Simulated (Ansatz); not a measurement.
Abridged output of a molecular run in Ansatz:

```
Functional definition: HF
1148 factors; integrals over basis functions are off by at most 1.3e-3 eV
mean field evaluation 1: about -13107.0925 eV, gradient 3.6e1 eV
mean field evaluation 2: about -13107.0965 eV, gradient 3.6e1 eV
mean field evaluation 4: about -13110.4684 eV, gradient 4.4e0 eV
mean field evaluation 8: about -13110.5299 eV, gradient 5.1e-4 eV
mean field -13110.52986766 eV, -481.8030860000 hartree, gradient 1.7e-6 eV, S^2 0.000000; 0 other end points of the search recorded, 0 dependent functions left out; unrestricted orbitals would lower it
9 core orbitals not correlated: weight in the atoms' cores, before any rotation towards them, 1.000 or more for the frozen orbitals, at most 0.000 for the correlated occupied ones
reference -13110.52986766 eV, -481.8030860000 hartree; 15, 15 occupied and 90, 90 virtual orbitals, 1148 factors
second order -18.99100411 eV of doubles, -0.00000000 eV of singles
cycle   1  -19.96888509 eV  change   -9.8e-1 eV  update   1.1e-1
cycle   2  -20.52859380 eV  change   -5.6e-1 eV  update   3.5e-2
cycle   3  -20.67940653 eV  change   -1.5e-1 eV  update   2.1e-2
cycle   4  -20.67305188 eV  change    6.4e-3 eV  update   5.6e-3
cycle   5  -20.67105594 eV  change    2.0e-3 eV  update   2.6e-3
cycle   6  -20.67114405 eV  change   -8.8e-5 eV  update   8.8e-4
cycle   7  -20.67077026 eV  change    3.7e-4 eV  update   3.4e-4
cycle   8  -20.67075566 eV  change    1.5e-5 eV  update   1.1e-4
cycle   9  -20.67079441 eV  change   -3.9e-5 eV  update   4.3e-5
cycle  10  -20.67078088 eV  change    1.4e-5 eV  update   2.0e-5
perturbative correction -0.59611885 eV, -0.0219069635 hartree
Total energy: -13131.79676738 eV, -482.5846301496 hartree
```

Its atoms:

Cartesian coordinates in Å:
```
C -1.125 -0.162 1.200
C 0.031 0.831 1.033
Si 1.678 -0.117 0.803
O 1.618 -0.619 -0.764
C 0.709 -0.435 -1.822
H -0.919 -0.892 1.990
H -2.058 0.341 1.467
H -1.309 -0.727 0.283
H 0.131 1.436 1.941
H -0.176 1.532 0.216
H 0.205 -1.382 -2.037
H -0.046 0.322 -1.595
H 1.260 -0.128 -2.714
```

(1) Which basis set was used?
A. def2-QZVPP
B. def2-TZVPP
C. def2-SVP
D. cc-pV(Q+d)Z

(2) Write the keys of the input that set method, charge and spin (a neutral closed shell needs none for the last two).

Answers

(1) C. It gives 114 functions.

(2) 
```yaml
correlation: {method: ccsd_t}
```
